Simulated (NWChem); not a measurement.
# AlH2O2Cl; SMILES [OH][Al]([OH])[Cl]

```xyz
6

Al    -0.0059     0.4153     0.0000
Cl    -0.0041    -1.6749     0.0000
O     -1.5020     1.1952     0.0000
H     -1.6202     2.1462     0.0000
O      1.4332     1.3041     0.0000
H      2.3169     0.9336     0.0000
```
Atoms are numbered in this order, from 1.

Results from NWChem. Pople sets run with spherical d functions. Medium grid unless said otherwise, to which SCAN and Minnesota functionals are sensitive. All runs use the structure optimised with PBE0/def2-SVP. Total energies of different functionals are on different scales.

| level | energy (Ha) | highest occupied level (eV) | orbital gap (eV) | dipole (D) |
|---|---|---|---|---|
| B3LYP/6-31G* | -854.4407 | -8.70 | 7.80 | 2.21 |
| PBE/6-31G* | -853.9150 | -7.25 | 5.78 | 2.21 |
| BLYP/6-31G* | -854.3737 | -7.10 | 5.69 | 2.19 |
| M05-2X/6-31G* | -854.3831 | -10.54 | 10.82 | 2.31 |
| OLYP/6-31G* | -854.3693 | -7.15 | 5.84 | 2.18 |
| MN15-L/6-31G* | -854.1346 | -7.99 | 6.98 | 2.33 |
| LDA (Slater exchange, PW92)/6-31G* | -850.7708 | -7.41 | 5.76 | 2.26 |
| Hartree-Fock/6-31G* | -852.4517 | -12.61 | 14.96 | 2.30 |
| LC-BLYP (range parameter 0.33 per bohr)/6-31G* | -853.7132 | -11.31 | 12.42 | 2.31 |
| PBE0/6-31G* | -853.9814 | -9.05 | 8.43 | 2.23 |
